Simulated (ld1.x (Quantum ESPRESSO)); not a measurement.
## Configuration tests for Sn (Z = 50) (RRKJ)

```
Element                 : Sn (Z = 50)
Generator               : ld1.x (Quantum ESPRESSO) 7.5
Type                    : norm-conserving RRKJ (Kleinman–Bylander form)
Functional              : BLYP
Relativity              : scalar-relativistic
Frozen core             : [Kr]
Valence charge          : 14
Reference configuration : 4d10 5s2 5p1.75 (charge +0.25)
Partial waves           : 5s (bound): rc 1.80 bohr; 4d (bound): rc 1.70 bohr; 5p (bound): rc 1.80 bohr
Local potential         : the p channel
Core correction         : a·sin(br)/r model core, default radius (core density twice the valence density)
rho0                    : 0.005
```

Energies are relative to the spin-unpolarised reference configuration 4d10 5s2 5p1.75; without spin polarisation the order of configurations can differ from experiment.

Q: Give the all-electron excitation energy and the error of the potential for: 4d10 5s2 5p2; 4d10 5s2 5p1; 4d10 5s2 5p0; 4d10 5s1 5p3; 4d10 5s2 5p1.5; 4d10 5s1 5p2; 4d10 5s0 5p0.

A:

```csv
valence configuration,charge,ΔE all-electron (eV),error AE − PS (meV)
4d10 5s2 5p2,0,-1.087,+0.3
4d10 5s2 5p1,+1,5.714,-0.8
4d10 5s2 5p0,+2,19.695,-7.4
4d10 5s1 5p3,0,5.932,-1.6
4d10 5s2 5p1.5,+0.5,1.483,-0.3
4d10 5s1 5p2,+1,13.375,0.0
4d10 5s0 5p0,+4,92.165,-87
```

Levels in the configuration 4d10 5s2 5p1:

| level | all-electron (eV) | pseudo (eV) |
| --- | --- | --- |
| 4d | -33.584 | -33.570 |
| 5s | -17.776 | -17.774 |
| 5p | -10.224 | -10.223 |

Note: ghost state, extra bound levels that the all-electron valence spectrum of the same l lacks: s at -117.6 eV. A true bound ghost makes a file unfit for plane-wave use.
